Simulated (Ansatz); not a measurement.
Cost and result for the atomization energy of CH7ClOSi2, SMILES `C[SiH2]O[SiH2]Cl` (12 atoms, 11 bonds).

Cartesian coordinates in Å:
```
C 0.305 0.706 -1.757
Si 0.526 1.075 0.048
O -0.493 0.150 0.958
Si -0.771 -1.323 1.560
Cl -0.426 -2.757 0.125
H -0.723 0.897 -2.072
H 0.542 -0.339 -1.972
H 0.967 1.337 -2.356
H 1.926 0.802 0.473
H 0.195 2.490 0.352
H -2.190 -1.421 1.956
H 0.144 -1.616 2.684
```

Charge 0, multiplicity 1. All single points use the PBE0-D4/def2-TZVP geometry. It is one conformer, not always the lowest. Program: Ansatz. All runs use 4 threads of an Arm Neoverse V1 on a shared host. Times are those of one run each, without the atoms' runs, and a repeat can differ threefold. Electronic energies, without spin–orbit coupling; frozen cores. CCSD(T)/CBS adds CCSD(T) − MP2 in def2-TZVPP to the MP2 limit, and its time is that of the two runs behind it. T1 = 0.010. B3LYP takes the VWN-RPA correlation (the form of Gaussian; ORCA's B3LYP/G).

CCSD(T)/CBS is a level of theory with its own doubt, some kJ/mol a heavy atom from the limit and from the frozen cores, so smaller differences don't rank the functionals.

```
                             level  functions  wall time
   PBE-D4/def2-TZVPP (with forces)        286      3.4 s
                PBE0-D4/def2-TZVPP        286      4.8 s
r2SCAN-D4/def2-TZVPP (with forces)        286        7 s
 B3LYP-D4/def2-TZVPP (with forces)        286      7.5 s
                 B2PLYP/def2-TZVPP        286      7.5 s
                ωB97X-V/def2-TZVPP        286       11 s
  ωB97M-V/def2-TZVPP (with forces)        286       17 s
                    MP2/def2-QZVPP        534       28 s
                CCSD(T)/def2-TZVPP        286    4.3 min
                 CCSD(T)/CBS(def2)          –    4.7 min
```

Task: What atomization energy does each give, and how far from CCSD(T)/CBS? (Best estimate.)

Result: Computed: 
| level | atomization (kJ/mol) | difference from CCSD(T)/CBS | per bond |
| --- | --- | --- | --- |
| PBE-D4/def2-TZVPP (with forces) | 4268.4 | -25.1 | -2.3 |
| PBE0-D4/def2-TZVPP | 4238.4 | -55.1 | -5.0 |
| r2SCAN-D4/def2-TZVPP (with forces) | 4283.7 | -9.8 | -0.9 |
| B3LYP-D4/def2-TZVPP (with forces) | 4263.8 | -29.7 | -2.7 |
| B2PLYP/def2-TZVPP | 4224.7 | -68.8 | -6.3 |
| ωB97X-V/def2-TZVPP | 4300.8 | 7.3 | 0.7 |
| ωB97M-V/def2-TZVPP (with forces) | 4293.3 | -0.2 | 0.0 |
| MP2/def2-QZVPP | 4296.8 | 3.3 | 0.3 |
| CCSD(T)/def2-TZVPP | 4177.9 | -115.6 | -10.5 |
| CCSD(T)/CBS(def2) | 4293.5 | 0.0 | 0.0 |

From PBE to PBE0 (25 % exact exchange), in def2-TZVPP and without D4, the atomization energy moves by −25.9 kJ/mol: exact exchange takes away binding that semilocal exchange gives to molecules. In def2-TZVPP, CCSD(T) changes the Hartree–Fock value by +914.5 kJ/mol (the triples alone add +46.5 kJ/mol) and MP2 by +963.6 kJ/mol; breaking electron pairs costs correlation energy, which Hartree–Fock lacks. The D4 term adds +46.8 kJ/mol with B3LYP and +25.0 kJ/mol with PBE0; it sums over pairs of atoms, weighted by their polarisabilities, and B3LYP, whose exchange is more repulsive, gets the larger term.
